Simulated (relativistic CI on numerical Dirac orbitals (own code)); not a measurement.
# Tm VII: sensitivity of the levels to the model

Base calculation: Dirac-Coulomb-Breit CI, KLI orbitals optimised for each configuration, model QED (radiative potential, 1s self-energy scaled to tabulated hydrogen-like ionisation energies), unscaled Slater integrals.

CI space (outside the closed core [Kr] 4d10): 4f11.5s2.5p4, 4f10.5s2.5p5, 4f9.5s2.5p6, 4f13.5s2.5p2, 4f10.5s.5p6, 4f11.5s.5p5, 4f11.5p6, 4f13.5p4, 4f12.5s.5p4, 4f13.5s.5p3, 4f12.5s2.5p2.6s. The list is cut by size and lacks configurations that can hold low levels.

Variants: (1) P86 correlation estimate; (2) Breit term removed; (3) configuration mixing switched off. Shifts of the energy above 4f9.5s2.5p6 6H°_15/2, in cm⁻¹, for the lowest level and the first level of each name with at least 55 % of one term (blank where a level changes its place among those of its configuration and J or its character, or is not in the variant):

```
               Level     Base  Δ(1)     Δ(2)    Δ(3)
4f9.5s2.5p6 6H°_15/2      0.0   0.0      0.0     0.0
4f9.5s2.5p6 6H°_13/2   5805.0  +0.5   +194.4   -16.2
4f9.5s2.5p6 6H°_11/2   9530.1  -0.2   +174.2   +13.0
 4f9.5s2.5p6 6H°_9/2  12479.3  -0.4   +178.1   +27.0
4f9.5s2.5p6 6F°_11/2  13080.6  -1.2    -24.3   +64.5
 4f9.5s2.5p6 6F°_9/2  14732.7  -2.4   -191.1  +118.6
 4f9.5s2.5p6 6H°_7/2  14801.5  -0.6   +215.3   +35.3
 4f9.5s2.5p6 6H°_5/2  16510.8  -0.9   +221.0   +45.2
 4f9.5s2.5p6 6F°_7/2  18096.4  -1.9    -24.2   +97.9
 4f9.5s2.5p6 6F°_5/2  20460.1  -1.6    +44.0   +86.0
 4f9.5s2.5p6 6F°_3/2  21599.4  -1.7    -36.4   +94.0
 4f9.5s2.5p6 6F°_1/2  22542.8  -1.4    +15.4   +84.1
 4f9.5s2.5p6 4F°_9/2  30292.7  -7.0   -185.3  +398.4
4f9.5s2.5p6 4G°_11/2  33536.2  -9.0   -111.1  +531.7
4f9.5s2.5p6 4M°_21/2  33933.5  +3.2   +985.1  -155.4
4f9.5s2.5p6 4M°_19/2  36063.3  +2.3   +703.5  -117.6
4f9.5s2.5p6 4I°_13/2  36219.4  -4.4   +175.5  +229.0
4f9.5s2.5p6 4I°_11/2  39856.5  -4.5   +229.4  +238.3
4f9.5s2.5p6 4M°_17/2  42232.5  +1.7   +894.9   -79.3
 4f9.5s2.5p6 4I°_9/2  42528.7  -4.3   +249.8  +243.3
4f9.5s2.5p6 4L°_19/2  44064.2  +1.2  +1116.1   -71.0
4f9.5s2.5p6 4K°_15/2  44152.1  -1.4   +578.8   +52.3
```

At this charge configurations can still be misplaced by up to about 7 % of their energy. Terms inside the open d or f shell come out 10 to 20 % too wide with unscaled integrals. Levels and lines within the n = 5 or 6 shells can be off by up to 10 % or somewhat more, and those that change n by about 2 %, since core polarisation is missing. Levels that differ in their count of f electrons can be misplaced by several ten thousand cm⁻¹, since the correlation energy of f electrons is missing or only estimated; rates across such gaps can be off by orders of magnitude. The computed lowest level isn't the tabulated ground level, which NIST ASD gives as 4f11 5p4 °.

Ionisation energy from the two ground configurations alone: base 108.684 eV; P86 correlation estimate 110.128 eV; Breit term removed 108.786 eV. The NIST ASD value (theoretical) is 116 eV. The gap of more than 2 % comes from missing correlation, or from a tabulated value that is itself an estimate.

LS names give the leading component of a level, which can be under half, so a name can repeat, a term be missing and a line seem to break the LS rules.
